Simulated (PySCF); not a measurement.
Ground-state electric properties of a mixed set of molecules.

All values: PBE0/pcSseg-1 (PySCF) at GFN2-xTB geometries, gas phase, one conformer each.

Question: Rank by the highest Hirshfeld charge on any atom, lowest value first.
A. `FC[C@H]([SiH3])C(Cl)Cl`
B. `C[Si@@H](O)C=O`
C. `ClC(Cl)([Si@@H](C=O)C)Cl`
D. `O=C([SiH3])CC(Cl)(Cl)Cl`
E. `C#CC(=C=S)[SiH2]CC`
F. `[SiH2](CC(Cl)(Cl)Cl)C=O`

Answer: D (+0.278 e), A (+0.291 e), F (+0.320 e), C (+0.340 e), E (+0.362 e), B (+0.428 e).

Question: Rank by HOMO–LUMO gap, highest first.
A. `FC[C@H]([SiH3])C(Cl)Cl`
B. `C[Si@@H](O)C=O`
C. `C#CC(=C=S)[SiH2]CC`

Answer: A (8.64 eV), B (5.52 eV), C (4.16 eV).

Question: Rank by the lowest Hirshfeld charge on any atom, lowest value first.
A. `C[Si@@H](O)C=O`
B. `[SiH2](C(=C=S)C#C)CC`
C. `C[Si@H](C=O)C(Cl)(Cl)Cl`
D. `FC[C@H]([SiH3])C(Cl)Cl`

Answer: A (-0.309 e), C (-0.207 e), B (-0.151 e), D (-0.132 e).

All values together:

```tsv
SMILES	formula	μ (D)	HOMO (eV)	LUMO (eV)	lowest IAO charge (e)	highest IAO charge (e)	lowest Hirshfeld charge (e)	highest Hirshfeld charge (e)
C[Si@H](C=O)C(Cl)(Cl)Cl	C3H5Cl3OSi	1.47	-7.27	-1.80	-0.714 (C)	+0.872 (Si)	-0.207 (C)	+0.340 (Si)
O=C[SiH2]CC(Cl)(Cl)Cl	C3H5Cl3OSi	2.06	-7.25	-1.67	-0.540 (C)	+0.697 (Si)	-0.203 (O)	+0.320 (Si)
FC[C@H]([SiH3])C(Cl)Cl	C3H7Cl2FSi	1.66	-8.76	-0.13	-0.396 (C)	+0.595 (Si)	-0.132 (C)	+0.291 (Si)
O=C([SiH3])CC(Cl)(Cl)Cl	C3H5Cl3OSi	1.97	-7.34	-1.87	-0.355 (O)	+0.531 (Si)	-0.201 (O)	+0.278 (Si)
C[Si@@H](O)C=O	C2H6O2Si	1.86	-6.98	-1.46	-0.794 (O)	+1.122 (Si)	-0.309 (O)	+0.428 (Si)
C#CC(=C=S)[SiH2]CC	C6H8SSi	1.78	-6.41	-2.25	-0.531 (C)	+0.814 (Si)	-0.151 (C)	+0.362 (Si)
```

Conformers: `[CH3:1][Si@H:2]([CH:3]=[O:4])[C:5]([Cl:6])([Cl:7])[Cl:8]` with C1–Si2–C3–O4 63°; `[O:1]=[CH:2][SiH2:3][CH2:4][C:5]([Cl:6])([Cl:7])[Cl:8]` with O1–C2–Si3–C4 2°, C2–Si3–C4–C5 -172°; `[F:1][CH2:2][C@H:3]([SiH3:4])[CH:5]([Cl:6])[Cl:7]` with F1–C2–C3–Si4 50°, C2–C3–C5–Cl6 171°; `[O:1]=[C:2]([SiH3:3])[CH2:4][C:5]([Cl:6])([Cl:7])[Cl:8]` with O1–C2–C4–C5 114°; `[CH3:1][Si@@H:2]([OH:3])[CH:4]=[O:5]` with C1–Si2–O3–H 132°, C1–Si2–C4–O5 -124°; `[CH:1]#[C:2][C:3](=[C:4]=[S:5])[SiH2:6][CH2:7][CH3:8]` with C2–C3–Si6–C7 52°, C3–Si6–C7–C8 -176°.
